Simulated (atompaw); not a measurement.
**PBE PAW (atompaw) dataset for magnesium (Mg), non-relativistic all-electron reference.**

The input file (atompaw 4.2.0.5):

```
Mg 12
GGA-PBE loggrid 1500 logderivrange -8 5 326
3 3 0 0 0 0
3 1 0
0 0 0
c
v
v
v
v
1
1.35 1.10 1.10 1.20
n
n
bloechl sinc
bessel
PWSCFOUT
UPFDX 0.0125d0 UPFXMIN -7.d0 UPFZMESH 12.d0
END
```

Command:

```bash
atompaw < Mg.input > Mg.log
```

Output (summary file):

```
Completed calculations for Mg (AE)

 Exchange-correlation type: GGA, Perdew-Burke-Ernzerhof

 Radial integration grid is logarithmic
 r0 =   6.5145318E-04 h =   7.8174382E-03   n =      1500 rmax =   8.0000000E+01

 Non-relativistic calculation

 AEatom converged in  31 iterations
   nz     =  12.00
   delta  =       4.041725425144E-17

 All Electron Orbital energies:
  n  l      occupancy      energy
  1  0      2.0000000E+00 -9.2401711E+01
  2  0      2.0000000E+00 -5.8469617E+00
  3  0      2.0000000E+00 -3.4536152E-01
  2  1      6.0000000E+00 -3.4291263E+00
  3  1      0.0000000E+00 -9.8282614E-02

 Total energy
   Total                    :     -399.91023036845223

 ---
 Completed calculations for Mg (SC)

 Exchange-correlation type: GGA, Perdew-Burke-Ernzerhof

 Radial integration grid is logarithmic
 r0 =   6.5145318E-04 h =   7.8174382E-03   n =      1500 rmax =   8.0000000E+01

 Non-relativistic calculation

 SCatom converged in   1 iterations
   nz     =  12.00
   delta  =       4.688814470260E-17

 Valence Electron Orbital energies:
  n  l      occupancy      energy
   2  0      2.0000000E+00 -5.8469617E+00
   3  0      2.0000000E+00 -3.4536152E-01
   2  1      6.0000000E+00 -3.4291263E+00
   3  1      0.0000000E+00 -9.8282614E-02

 Total energy
   Total                    :     -399.91023036513576
   Valence                  :     -141.11413359670490

 PAW parameters:
       lmax =            1
         rc =    1.3510066410033652
        irc =          978
   rc_shape =    1.1023980993389295
    rc_vloc =    1.1023980993389295
    rc_core =    1.2014490961176927
   Vloc: truncated form - Vps(r)=A.sin(qr)/r for r<rc
   Projector type: Bloechl + Gram-Schmidt ortho.
   Sinc^2 compensation charge shape zeroed at   1.1024E+00

 Number of basis functions     4
 No.   n  nodes  l      Energy         Cp coeff         Occ
  1    2    1    0   -0.5846962E+01  0.8339212E+01  0.2000000E+01
  2    3    2    0   -0.3453615E+00  0.7284833E+01  0.2000000E+01
  3    2    0    1   -0.3429126E+01  0.2000565E+02  0.6000000E+01
  4    3    1    1   -0.9828261E-01  0.2666772E+02  0.0000000E+00

 Eigenvalues of overlap operator (in the basis of projectors):
    1        1.07146761E+00
    2        3.96538326E+00
    3        1.23402949E+01
    4        1.05932350E+02

 Orbital leakage outside PAW augmentation regions
   orb  is_core?  %out_of_sphere
   1 0    T           0.00
   2 0    F           3.78
   3 0    F          96.21
   2 1    F           5.72
   3 1    F          98.55

 Summary of PAW energies
   Total valence energy     :   -141.11413324825168
   Smooth energy            :     54.60503139619544
   One center               :   -195.71916464444712
   Smooth kinetic           :     37.37216509268055
   Vloc energy              :     12.36435998903398
   Smooth exch-corr         :     -9.39540340387221
   One-center xc            :    -23.21515365168169
```

The run took about 0.32 s on one core of a shared server CPU.
